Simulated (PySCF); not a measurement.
## From computed data to an observable: oscillator strength and radiative lifetime

Cl3H3OSi2, SMILES Cl[SiH](O[SiH2]Cl)Cl.

The structure is a stationary point at B3LYP-D3(BJ)/def2-SVP. The structure was generated by enumeration, and PubChem lists no compound with its InChIKey, so it may never have been made. One conformer was computed; it need not be the lowest.

TDDFT-ωB97X/def2-SVPD (PySCF) puts the first singlet state with f over 0.02 at 8.62 eV (vertical), with the transition dipole (-0.146, -0.292, -0.393) in atomic units.

Question: Find the oscillator strength, the wavelength and the radiative lifetime that this transition would have in vacuum if emission retraced absorption.

Answer: 
|μ|² = 0.2610 au, so |μ| = 1.30 D. ΔE = 8.62/27.211 = 0.3168 hartree. f = (2/3) ΔE |μ|² = 0.055 (the program prints 0.055).
λ = 1239.84/8.62 = 144 nm; ν = 69525 cm⁻¹.
Einstein's coefficient A = 0.6670 ν² f s⁻¹ (ν in cm⁻¹) = 1.8e8 s⁻¹, so τ = 1/A = 5.6 ns. This state is S5; the lower singlets have f = 0.013, 0.001, 0.019, 0.003. The figure is the radiative limit of this one transition; relaxation, internal conversion, crossing to triplets and a medium change what is measured.
